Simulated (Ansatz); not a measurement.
This Ansatz (a quantum-chemistry and plane-wave program) input (B3LYP/pcseg-0) gives -37.76280 Eh with 9 basis functions. A basis named .json is the Basis Set Exchange file of that set (core-valence sets with the plain set on hydrogen).

Ansatz 0.2 input:
```yaml
crystal:
  periodic: [false, false, false]
  atoms:
    - {symbol: C, position_ang: [0.00000000, 0.00000000, 0.00000000]}
basis:
  gaussian:
    orbitals: pcseg-0.json
hamiltonian:
  xc: {name: B3LYP}
magnetization: {spin_polarized: true, initial_magnetization: 2}
scf: {lower_state_search: full}
```

Change:
```diff
- orbitals: pcseg-0.json
+ orbitals: def2-TZVPD
```

Problem. What does the run give now?

Solution. -37.85953 Eh (B3LYP/def2-TZVPD, 37 functions), a change of -96.73 mEh.
